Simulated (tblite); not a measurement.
C₂H₄NO, charge -1, singlet, geometry from GFN2-xTB; GFN1-xTB in tblite 0.6.0.

The tblite input:
```
$ tblite run mol.xyz --method gfn1 --charge -1 --spin 0 --efield 0,0,0.1 --json tblite.json --no-restart

# file mol.xyz
8

O      0.32110613     1.27946334     0.38290945
C     -0.07152129     0.13590853     0.02919906
N      0.98097901    -0.77888988    -0.45034161
C     -1.32792987    -0.37556948     0.02513769
H      0.80110933    -1.73036322    -0.14616487
H     -1.53323136    -1.38272268    -0.31366156
H     -2.17708968     0.23305976     0.29417115
H      1.87021653    -0.46548576    -0.07124953
```

Output, abridged:

```
xTB calculator
 | screened Coulomb repulsion
 | Coulomb electrostatics
 |  * isotropic Klopman-Ohno-Mataga-Nishimoto electrostatics
 |  * onsite third-order electrostatics
 | DFT-D3(BJ) dispersion correction
 | Interactions (1)
 | [1] electric field

halogen bonding energy    0.0000000000000E+00 Eh
repulsion energy          1.4612427730729E-01 Eh
dispersion energy        -1.8955554429881E-03 Eh
interaction energy        0.0000000000000E+00 Eh
number of electrons       2.4000000000000E+01 e
integral cutoff           1.9731147476801E+01 bohr

------------------------------------------------------------
  cycle        total energy    energy error   density error
------------------------------------------------------------
      1     -14.29434336126  -1.4438572E+01   4.7464726E-01
      2     -14.48038867371  -1.8604531E-01   2.4880128E-01
      3     -14.48508386974  -4.6951960E-03   9.2673349E-02
      4     -14.48668698399  -1.6031143E-03   2.7456362E-02
      5     -14.48966933137  -2.9823474E-03   5.5102879E-03
      6     -14.48965252527   1.6806102E-05   3.3437670E-03
      7     -14.48969772891  -4.5203639E-05   1.7236708E-04
      8     -14.48969771637   1.2537306E-08   1.2379829E-04
      9     -14.48969774974  -3.3364486E-08   7.8880228E-05
     10     -14.48969777165  -2.1911866E-08   2.1327703E-05
     11     -14.48969777336  -1.7104540E-09   6.7952847E-07
------------------------------------------------------------

electronic energy        -1.4633926495223E+01 Eh
total energy             -1.4489697773359E+01 Eh

Post processing:
 | Mayer-Wiberg bond orders

[Info] JSON dump of results written to 'tblite.json'
```
